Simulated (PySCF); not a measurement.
## How methods differ on the ionisation energy of Tc²⁺

Tc²⁺ [Kr] 4d5 (6S) → Tc³⁺ [Kr] 4d4 (5D), as a difference of total energies. All numbers are calculated (PySCF 2.14, the spin-free X2C one-electron Hamiltonian (Gaussian nucleus), in x2c-TZVPPall (8s6p6d2f1g, 79 functions)). Correlated levels: valence: [Kr] frozen. The calculations carry no spin-orbit coupling.

```
           method  ionisation energy (eV)  difference from reference (eV)
              UHF                  28.797                          -0.753
    MP2 (valence)                  29.440                          -0.110
SCS-MP2 (valence)                  29.012                          -0.538
   CCSD (valence)                  29.478                          -0.072
CCSD(T) (valence)                  29.491                          -0.059
```

Reference: 29.55 eV (semi-empirical (NIST evaluation); NIST Atomic Spectra Database, ionization energies).

The reference lies between the lowest fine-structure levels, while these numbers refer to the centres of the terms.

Errors of the correlated levels include the incompleteness of this basis and the frozen core.
